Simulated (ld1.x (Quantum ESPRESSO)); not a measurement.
## LDA (PZ) TM dataset for Pb (Z = 82), fully relativistic all-electron reference.

| Property | Result |
| --- | --- |
| Element | Pb |
| Generator | ld1.x (Quantum ESPRESSO) 7.5 |
| Type | norm-conserving Troullier–Martins (Kleinman–Bylander form) |
| Functional | LDA (PZ) |
| Relativity | fully relativistic |
| Frozen core | [Xe] 4f14 |
| Valence charge | 14 |
| Reference configuration | 5d10 6s2 6p2 |
| Partial waves | 6s (bound): rc 1.50 bohr; 6p (bound): rc 3.82 bohr; 5d (bound): rc 1.65 bohr |
| Local potential | the d channel |
| Core correction | Bessel-smoothed model core inside 0.80 bohr |

Open shells are filled in proportion to 2j + 1 (rel_dist='average').

Poles of the logarithmic derivatives, all-electron (AE) and pseudo (PS). Narrow ghost or core levels that the grid stepped over were put in at their known energies. s: poles at -0.8, 2.0 (AE) and -0.8, 2.0 (PS) Ry. p1/2: poles at -0.1, 2.7 (AE) and -0.7, -0.1, 2.7 (PS) Ry. p3/2: poles at 0.1, 3.0 (AE) and -1.8, 0.1, 2.9 (PS) Ry. d3/2: poles at 1.2, 4.5 (AE) and 1.3, 4.5 (PS) Ry. d5/2: poles at -1.5, 1.3, 4.6 (AE) and 1.3, 4.5 (PS) Ry. Test radius 4.16 bohr.

- Cutoffs needed: 60 Ry and 160 Ry (the cutoffs (Ry, on a coarse ladder) from which the occupation-weighted sum of valence levels, in a spherical-Bessel basis at the reference potential, stays within 10 and 1 mRy of its value at 400 Ry)
- Ghost test: ghost states, extra bound levels that the all-electron valence spectrum of the same l lacks: s at -69.5 eV, p3/2 at -24.5 eV, p1/2 at -9.9 eV; a true bound ghost makes a file unfit for plane-wave use (spherical-Bessel basis up to 400 Ry, 20 bohr box)
- Configuration tests: 3 of 7 tests not solved or not reliable; not counted: 5d9 6s2 6p3 (solver errors, printed error -1329 eV); 5d10 6s0 6p4 (solver errors, printed error -1501 eV); 5d10 6s1 6p2 (solver errors, printed error -1.8 eV)
